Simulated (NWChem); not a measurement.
# CH2N cation; SMILES [NH+]#C

Results from NWChem. Pople sets run with spherical d functions. The geometry was optimised at PBE0-D3(BJ)/def2-TZVP. Level: B3LYP/6-31G* with COSMO at NWChem's default radii, gas-phase geometry; rows give the dielectric constant. Reactions with the solvent are ignored.

```json
[
 {"dielectric constant": "2.0", "electrostatic solvation energy (kcal/mol)": "-37.9"},
 {"dielectric constant": "4.8", "electrostatic solvation energy (kcal/mol)": "-60.0"},
 {"dielectric constant": "7.6", "electrostatic solvation energy (kcal/mol)": "?"},
 {"dielectric constant": "11.7", "electrostatic solvation energy (kcal/mol)": "-69.4"},
 {"dielectric constant": "25.0", "electrostatic solvation energy (kcal/mol)": "-72.8"}
]
```

Problem. Fill in the missing entries.

Solution. 
- 7.6, electrostatic solvation energy (kcal/mol): -65.9
